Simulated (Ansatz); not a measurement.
C₂H₅FGeO (`[CH3][Ge@H]1[O][C@@H]1F`). Total charge 0; spin multiplicity 1.

Cartesian coordinates in Å:
```
C 0.106 -0.973 1.396
Ge 0.039 0.595 0.262
O 0.921 0.279 -1.354
C -0.394 0.545 -1.609
F -0.607 1.706 -2.291
H -0.253 -1.839 0.842
H -0.516 -0.828 2.280
H 1.135 -1.149 1.712
H 0.541 1.915 0.850
H -0.971 -0.250 -2.088
```

Q: What are the harmonic wavenumbers in cm⁻¹ at PBE0-D4/def2-TZVP (Ansatz, finite differences of forces, unscaled)? (An estimate is asked.)

A: Ansatz gave: 84, 123, 148, 260, 420, 553, 579, 621, 649, 696, 795, 854, 1063, 1151, 1169, 1265, 1351, 1448, 1450, 2181, 3068, 3087, 3159, 3172.

Q: Is this a minimum?

A: Yes, all 24 modes are real.

Q: Give the ideal-gas thermochemistry at 298.15 K and 1 bar (rigid rotor, harmonic oscillator; point group C1, symmetry number 1).

A: Zero-point energy 175.5 kJ/mol; H(298) − E = 195.6 kJ/mol; entropy 343.4 J/(mol·K), of which translation 170.2, rotation 111.1, vibration 62.1; G(298) − E = 93.2 kJ/mol. Modes under 100 cm⁻¹ are hindered rotations or soft bends, so the harmonic entropy is rough.

Q: Rotational constants (cm⁻¹)?

A: 0.3147, 0.06875, 0.06415.
